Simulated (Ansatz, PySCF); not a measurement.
System: SbH₂ (charge 0, doublet). SMILES: [SbH2]
Structure (B3LYP-D3(BJ)/def2-TZVP (Ansatz, an electronic-structure program) minimum search):
```xyz
3

Sb    -0.0160    -0.0195     0.0381
H     -0.5332     1.2693    -0.9731
H      1.3506    -0.2759    -0.9706
```
Charge 0, spin multiplicity 2.

Wanted: atomisation energy, in kcal/mol. Terms: dispersion terms only where a functional's name holds one; def2 sets with scalar-relativistic core potentials past Kr; open shells spin-unrestricted; no spin-orbit coupling; atomisation electronic, to ground-state atoms. Ab initio and DFT rows: single points at B3LYP-D3(BJ) geometries (Ansatz).

| species | coefficient | E at BP86/def2-SVP (PySCF), Eh | E at wB97X-V/def2-TZVPD (Ansatz), Eh |
|---|---|---|---|
| [SbH2] (SbH2) | -1 | -241.53670 | -241.39485 |
| H atom | +2 | -0.49913 | -0.50049 |
| Sb atom | +1 | -240.32974 | -240.18541 |

 1 Eh = 627.5095 kcal/mol.

Work the quantity out at each level.


- BP86/def2-SVP: the sum of coefficient times E is 0.20870 Eh, or 130.96 kcal/mol. Result: 131.0 kcal/mol.
- wB97X-V/def2-TZVPD: the sum of coefficient times E is 0.20846 Eh, or 130.81 kcal/mol. Result: 130.8 kcal/mol.
